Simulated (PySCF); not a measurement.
H4N2Si, SMILES N[Si]N (connectivity only; charge and spin as stated), neutral, multiplicity 1. The structure is a stationary point at B3LYP-D3(BJ)/def2-TZVP. Other conformers were not sampled.

These are B3LYP-D3(BJ)/def2-TZVP (PySCF) values and carry that method's errors.

Harmonic wavenumbers (cm⁻¹): 306, 357, 395, 441, 522, 699, 777, 840, 885, 1576, 1599, 3532, 3537, 3647, 3649. Rotational constants (GHz): 23.03, 8.071, 5.977; symmetry number 2.

Q: Work out the zero-point energy and the ideal-gas rigid-rotor harmonic-oscillator thermochemistry at 298.15 K and 1 atm.

A: ZPE = ½ Σ hcν = ½ × 22763 cm⁻¹ = 136.16 kJ/mol. H − E(el) = 151.04 kJ/mol. Entropy in J/(mol K): translation 159.84, rotation 91.24, vibration 24.30, total 275.38. G − E(el) = 68.93 kJ/mol. Cp = 75.20 J/(mol K).
